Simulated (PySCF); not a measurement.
## FeCl: from constants to spectrum

UHF-CCSD(T) constants of FeCl, ⁶Δ (sextet), unpaired electrons σ ↑↑, π ↑↑, δ ↑ (PySCF, spin-free X2C with a Gaussian nucleus, basis sets Fe x2c-TZVPPall, Cl x2c-TZVPPall; masses 55.9349 and 34.9689 u):

| Property | Result |
| --- | --- |
| ωe | 403.1 cm⁻¹ |
| ωexe | 1.3 cm⁻¹ |
| Be | 0.16369 cm⁻¹ |
| αe | 0.000797 cm⁻¹ |
| De to Fe (3d6 4s2) + Cl | 3.32 eV |

Task: What force constant and bond length do these constants imply?

Result: Reduced mass μred = 21.517 u; k = 5.8918×10⁻⁷·μred·ωe² (u, cm⁻¹, mdyn/Å) = 2.06 mdyn/Å; Re = √(16.8576/(μred·Be)) (u, cm⁻¹, Å) = 2.188 Å.

Task: Estimate the centrifugal constant D from the Kratzer relation and find the Dunham coefficient a1.

Result: D = 4Be³/ωe² = 1.08e-07 cm⁻¹; a1 = −1 − αeωe/(6Be²) = -3.00.

Correlated steps freeze 10 core orbitals. The state is the lowest single determinant that the PBE0 search found; with open d or f shells the true ground state can be another one.
